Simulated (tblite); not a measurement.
Species: C5H13FSi3.
Numbering: `[CH3:1][C:2]#[C:3][Si@@H:4]([SiH3:5])[SiH2:6][C@@H:7]([CH3:8])[F:9]` (hydrogens: H10, H11, H12 on C1; H13 on Si4; H14, H15, H16 on Si5; H17, H18 on Si6; H19 on C7; H20, H21, H22 on C8)

Computed with GFN2-xTB (tblite), gas phase: L-BFGS steps from a force-field or distance-geometry start until the largest atomic force falls under 0.01 eV/Å.

Step 172: E = -739.1509 eV
```
atom  x, y, z in Å  |  force x, y, z in eV/Å
C1     -3.8141   -1.5674    0.7713    0.007   0.020   0.011
C2     -2.8279   -0.7266    0.1276    0.024   0.021  -0.009
C3     -2.0023   -0.0238   -0.4019   -0.006  -0.004   0.003
Si4    -0.6702    0.9859   -1.2035   -0.026  -0.005  -0.028
Si5    -0.3253    3.0119   -0.1156   -0.005   0.017  -0.015
Si6     1.1425   -0.4632   -1.3197   -0.005   0.002   0.032
C7      2.0017   -0.3669    0.4022    0.040  -0.005   0.020
C8      3.2453   -1.2219    0.5536   -0.011   0.009  -0.009
F9      2.3547    0.9760    0.6008   -0.023  -0.034   0.016
H10    -4.7815   -1.4616    0.2800    0.021   0.003  -0.007
H11    -3.5031   -2.6118    0.7215   -0.012   0.026   0.001
H12    -3.9161   -1.2761    1.8168   -0.018  -0.022   0.013
H13    -1.1893    1.1996   -2.5750    0.013  -0.011   0.000
H14    -1.4409    3.9436   -0.3212   -0.010  -0.010  -0.001
H15    -0.1723    2.8588    1.3302    0.010  -0.015   0.003
H16     0.8712    3.6685   -0.6492   -0.011  -0.011   0.025
H17     0.8734   -1.8952   -1.5107    0.006  -0.009  -0.016
H18     2.1909   -0.1095   -2.2852    0.006  -0.008  -0.015
H19     1.2976   -0.5905    1.2144    0.022   0.008  -0.013
H20     3.7115   -1.0679    1.5264   -0.014   0.000  -0.010
H21     3.9699   -0.9728   -0.2180   -0.004   0.012  -0.007
H22     2.9740   -2.2695    0.4531   -0.003   0.016   0.007
```

Step 173: E = -739.1514 eV
```
atom  x, y, z in Å  |  force x, y, z in eV/Å
C1     -3.8140   -1.5649    0.7708    0.006   0.018   0.012
C2     -2.8259   -0.7248    0.1294    0.032   0.034  -0.018
C3     -2.0008   -0.0215   -0.4007   -0.018  -0.014   0.011
Si4    -0.6689    0.9870   -1.2043   -0.025  -0.020  -0.025
Si5    -0.3253    3.0124   -0.1168    0.018   0.040  -0.013
Si6     1.1413   -0.4658   -1.3181   -0.013  -0.001   0.034
C7      2.0005   -0.3710    0.4036    0.035   0.000   0.034
C8      3.2482   -1.2208    0.5510   -0.005   0.028  -0.011
F9      2.3479    0.9732    0.6089   -0.033  -0.058   0.012
H10    -4.7801   -1.4576    0.2772    0.018   0.003  -0.007
H11    -3.5042   -2.6096    0.7204   -0.011   0.022   0.002
H12    -3.9188   -1.2752    1.8166   -0.014  -0.019   0.010
H13    -1.1894    1.1975   -2.5756    0.014  -0.009  -0.002
H14    -1.4431    3.9412   -0.3244   -0.009  -0.007  -0.002
H15    -0.1750    2.8601    1.3297    0.009  -0.016  -0.002
H16     0.8725    3.6737   -0.6461   -0.036  -0.027   0.031
H17     0.8727   -1.8989   -1.5051    0.005  -0.002  -0.019
H18     2.1868   -0.1136   -2.2868    0.013  -0.008  -0.014
H19     1.2979   -0.6031    1.2155    0.030   0.023  -0.028
H20     3.7139   -1.0648    1.5234   -0.006  -0.005  -0.001
H21     3.9705   -0.9644   -0.2206   -0.006   0.002  -0.006
H22     2.9830   -2.2697    0.4496   -0.004   0.018   0.001
```

Step 174: E = -739.1520 eV
```
atom  x, y, z in Å  |  force x, y, z in eV/Å
C1     -3.8142   -1.5611    0.7706    0.003   0.012   0.012
C2     -2.8243   -0.7214    0.1312    0.028   0.034  -0.012
C3     -2.0000   -0.0181   -0.4001   -0.027  -0.020   0.015
Si4    -0.6685    0.9881   -1.2065   -0.015  -0.028  -0.011
Si5    -0.3253    3.0133   -0.1186    0.041   0.050  -0.006
Si6     1.1381   -0.4698   -1.3146   -0.010  -0.006   0.019
C7      1.9980   -0.3775    0.4066    0.048   0.011   0.028
C8      3.2530   -1.2181    0.5475   -0.025   0.029   0.008
F9      2.3357    0.9684    0.6209   -0.038  -0.076   0.006
H10    -4.7785   -1.4525    0.2741    0.012   0.005  -0.006
H11    -3.5061   -2.6061    0.7196   -0.004   0.016  -0.002
H12    -3.9225   -1.2749    1.8169   -0.008  -0.008   0.005
H13    -1.1888    1.1950   -2.5779    0.012  -0.006  -0.009
H14    -1.4450    3.9395   -0.3280   -0.004  -0.005  -0.002
H15    -0.1761    2.8598    1.3284    0.003  -0.015  -0.013
H16     0.8751    3.6775   -0.6423   -0.059  -0.039   0.034
H17     0.8729   -1.9043   -1.5013    0.002   0.010  -0.019
H18     2.1807   -0.1164   -2.2867    0.014  -0.011  -0.007
H19     1.2982   -0.6204    1.2172    0.025   0.023  -0.021
H20     3.7196   -1.0582    1.5186    0.000  -0.010   0.009
H21     3.9708   -0.9535   -0.2246    0.005   0.000  -0.024
H22     2.9968   -2.2697    0.4466   -0.002   0.033  -0.004
```

Question: Estimate the geometry and energy of step 175. (The exact step hangs on the optimiser's Hessian estimate; all steps are aligned on step 174, rigid shifts and turns removed.)

Answer: E = -739.1527 eV, largest force 0.083 eV/Å
```
atom  x, y, z in Å  |  force x, y, z in eV/Å
C1     -3.8149   -1.5570    0.7701   -0.004   0.004   0.012
C2     -2.8239   -0.7180    0.1316    0.009   0.021   0.003
C3     -2.0006   -0.0151   -0.4012   -0.024  -0.015   0.011
Si4    -0.6687    0.9882   -1.2089    0.001  -0.017   0.005
Si5    -0.3252    3.0140   -0.1206    0.042   0.038   0.005
Si6     1.1348   -0.4734   -1.3091    0.000  -0.011  -0.004
C7      1.9961   -0.3844    0.4116    0.017   0.015   0.027
C8      3.2585   -1.2140    0.5432   -0.012   0.040   0.004
F9      2.3209    0.9628    0.6371   -0.034  -0.076   0.001
H10    -4.7780   -1.4480    0.2718    0.004   0.009  -0.008
H11    -3.5086   -2.6022    0.7192    0.005   0.006  -0.007
H12    -3.9258   -1.2736    1.8168   -0.002   0.006   0.005
H13    -1.1863    1.1932   -2.5810    0.010  -0.006  -0.015
H14    -1.4464    3.9378   -0.3332    0.003  -0.003   0.003
H15    -0.1751    2.8593    1.3268   -0.007  -0.013  -0.022
H16     0.8780    3.6777   -0.6380   -0.061  -0.034   0.024
H17     0.8714   -1.9084   -1.4974    0.001   0.019  -0.015
H18     2.1750   -0.1199   -2.2850    0.011  -0.014   0.006
H19     1.2992   -0.6406    1.2211    0.031   0.025  -0.027
H20     3.7280   -1.0510    1.5119    0.013  -0.009   0.023
H21     3.9695   -0.9402   -0.2324    0.001  -0.011  -0.015
H22     3.0118   -2.2676    0.4433   -0.004   0.027  -0.015
```

The energy changes by -0.0007 eV. The first-order estimate −F·Δx gives -0.0010 eV and the mean of the old and new forces, exact on a quadratic surface, -0.0007 eV. The step makes an angle of 83° with the force vector and moves no atom by more than 0.023 Å.

What follows is the cost of the whole relaxation. On Arm Neoverse N1, one thread, no GPU, shared host, this took 4.8 s of wall time.
